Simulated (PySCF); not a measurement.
**Radial density of Kr⁺ (krypton, charge +1)**

UHF, [Ar] 3d10 4s2 4p5, 2P determinant. Computed with PySCF 2.14 in pcseg-2, with the non-relativistic Hamiltonian (point nucleus).

```
r (bohr)  4πr²ρ (e/bohr)  4πr²(ρα − ρβ)
0.000815          0.2541         0.0000
 0.00137          0.6910         0.0000
 0.00231           1.827         0.0000
 0.00388           4.617         0.0000
 0.00653           10.80         0.0000
  0.0110           22.20         0.0002
  0.0185           36.91         0.0015
  0.0311           44.14         0.0078
  0.0522           37.75         0.0283
  0.0879           42.97         0.0562
   0.148           52.00         0.0214
   0.249           31.25         0.0178
   0.418           37.08         0.1304
   0.703           18.83         0.0009
    1.18           5.722         0.5294
    1.99           3.462         0.5233
    3.35          0.3757         0.0527
    5.63        0.005209         0.0005
```
